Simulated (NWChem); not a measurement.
System: C₂H₄ClFSi; SMILES F/C=C\[SiH2]Cl

```xyz
9

F      0.5025    -2.6986     0.0000
C     -0.7191    -2.1289     0.0000
C     -0.8706    -0.7966     0.0000
Si     0.5899     0.3753     0.0000
Cl    -0.1587     2.3225     0.0000
H     -1.5225    -2.8863     0.0000
H     -1.9015    -0.4080     0.0000
H      1.4397     0.1988    -1.2241
H      1.4397     0.1988     1.2241
```
Atoms are numbered in this order, from 1.

All runs: NWChem. Pople sets run with spherical d functions. Medium grid unless said otherwise, to which SCAN and Minnesota functionals are sensitive. All runs use the structure optimised with PBE-D3(BJ)/def2-SVP. Total energies of different functionals are on different scales.

| level | energy (Ha) | highest occupied level (eV) | orbital gap (eV) | dipole (D) |
|---|---|---|---|---|
| B3LYP/6-31G* | -928.1617 | -7.55 | 6.88 | 2.27 |
| PBE/6-31G* | -927.5855 | -6.54 | 5.10 | 2.28 |
| SCAN/6-31G* | -928.1172 | -6.89 | 5.56 | 2.36 |
| HCTH/407/6-31G* | -928.1891 | -6.73 | 5.18 | 2.27 |
| N12/6-31G* | -928.0299 | -6.40 | 5.13 | 2.21 |
| LDA (Slater exchange, VWN5)/6-31G* | -924.1102 | -6.67 | 5.05 | 2.26 |
| B3PW91/6-31G* | -927.9926 | (withheld) | 6.91 | 2.32 |

Problem. What belongs in the gaps?

Solution. 
- B3PW91/6-31G*, highest occupied level (eV): -7.64
